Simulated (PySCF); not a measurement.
## Chromium: a sound run and one with changed settings

Sound run: Cr⁺ [Ar] 3d5, Cr²⁺ [Ar] 3d4. Computed with PySCF 2.14 in x2c-TZVPall (6s5p4d1f, 48 functions), with scalar relativity by spin-free X2C-1e. In the sound run the correlated levels freeze [Ar]. The sound run starts from symmetry-adapted Hartree-Fock orbitals and uses a fine grid where one is needed.

Changed run: the non-relativistic Hamiltonian (point nucleus). This setting is unsound on purpose.

```csv
species,method,sound run (hartree),changed run (hartree),converged
Cr⁺,UHF,-1049.42242,-1041.24293,yes
Cr⁺,B3LYP,-1050.52589,-1042.35125,yes
Cr⁺,M06-L,-1050.43764,-1042.26109,yes
Cr⁺,MP2,-1049.48476,-1041.30462,yes
Cr²⁺,UHF,-1048.86994,-1040.68349,yes
Cr²⁺,B3LYP,-1049.90712,-1041.72629,yes
Cr²⁺,M06-L,-1049.84095,-1041.65824,yes
Cr²⁺,MP2,-1048.90113,-1040.71436,yes
```

Ionisation energy of Cr⁺:

```json
{"method": "UHF", "sound run (eV)": "15.034", "changed run (eV)": "15.223"}
{"method": "B3LYP", "sound run (eV)": "16.837", "changed run (eV)": "17.006"}
{"method": "M06-L", "sound run (eV)": "16.237", "changed run (eV)": "16.404"}
{"method": "MP2", "sound run (eV)": "15.881", "changed run (eV)": "16.062"}
{"method": "SCS-MP2", "sound run (eV)": "15.316", "changed run (eV)": "15.503"}
```

Most of the change in total energy is the relativistic energy itself. On top of that the contraction fixes the core shape for the Hamiltonian it was made with, so the changed run is not a good calculation with the other Hamiltonian either.

For comparison, NIST gives 16.486 eV between the lowest levels.
